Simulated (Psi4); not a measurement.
FOS, doublet, geometry from GFN2-xTB. Base run: B3LYP/3-21G (Psi4 1.11).

Psi4 was given this input:
```
memory 2 GB

molecule {
0 2
O    -1.19502904   -0.51179322    0.02875724
S    -0.14028508    0.46479902    0.00071897
F     1.31164375   -0.37138205   -0.02684017
}

set {
  basis 3-21g
  reference uks
}

energy('b3lyp')
print_variables()
```

Variants of this job, named by their change:

```csv
change,ΔE vs base (mEh),SCF cycles,grid points,basis functions
base,0.000,10,63962,31
guess = modhuckel,0.000,11,63962,31
dft_nuclear_scheme = becke,0.001,10,63830,31
dft_radial_points = 150,0.000,10,127266,31
basis_guess = true,0.000,1,63962,31
damping_percentage = 20,0.000,17,63962,31
guess = gwh,0.000,11,63962,31
e_convergence = 1e-10,0.000,12,63962,31
dft_nuclear_scheme = stratmann,-0.005,10,60531,31
guess = core,0.000,13,63962,31
e_convergence = 1e-4,0.000,10,63962,31
dft_radial_points = 99,0.000,10,84452,31
dft_spherical_points = 434,-0.004,10,91868,31
```

Open shells are given as the SCF converged; they aren't shown to be the lowest states, and a large step between rows can be another state.
